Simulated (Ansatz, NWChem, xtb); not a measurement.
# CBr2ClF (dibromochlorofluoromethane): methods side by side

CBr2ClF has 5 atoms, charge 0, and is taken as a singlet. As SMILES, `FC(Cl)(Br)Br`. Geometry: relaxed at PBE0-D4/def2-TZVP.

Quantity: the atomisation enthalpy at 298 K, in kJ/mol. The values are calculated. The thermal term (zero-point and 298 K enthalpy, harmonic and unscaled) is that of PBE0-D4/def2-TZVP; the spin-orbit lowering of the free atoms at 298 K, 34.1 kJ/mol by their spectra, is taken off.

**The experiment to reproduce.** Active Thermochemical Tables gives the atomisation enthalpy at 298 K of the gas as 1329 kJ/mol.

```json
{"level": "GFN2-xTB", "kind": "semi-empirical", "program": "xtb", "value (kJ/mol)": "1442", "computed − measured": "+113"}
{"level": "SVWN5/cc-pVDZ", "kind": "LDA", "program": "NWChem", "value (kJ/mol)": "1691", "computed − measured": "+362"}
{"level": "BLYP/cc-pVDZ", "kind": "GGA", "program": "NWChem", "value (kJ/mol)": "1271", "computed − measured": "-58"}
{"level": "r2SCAN/cc-pVDZ", "kind": "meta-GGA", "program": "NWChem", "value (kJ/mol)": "1316", "computed − measured": "-13"}
{"level": "B3LYP/cc-pVDZ", "kind": "global hybrid", "program": "NWChem", "value (kJ/mol)": "1235", "computed − measured": "-94"}
{"level": "wB97X/cc-pVDZ", "kind": "range-separated hybrid", "program": "NWChem", "value (kJ/mol)": "1268", "computed − measured": "-61"}
{"level": "B2PLYP/cc-pVDZ", "kind": "double hybrid", "program": "NWChem", "value (kJ/mol)": "1216", "computed − measured": "-113"}
```

Nearest: r2SCAN/cc-pVDZ (-13 kJ/mol); farthest: SVWN5/cc-pVDZ (+362 kJ/mol). Computed less measured by kind, in kJ/mol (cc-pVDZ rows): semi-empirical +113; LDA +362; GGA -58; meta-GGA -13; global hybrid -94; range-separated hybrid -61; double hybrid -113. All-electron rows without a relativistic Hamiltonian named are non-relativistic. The xTB rows lack spin polarisation, so open shells miss the exchange term that lowers them.
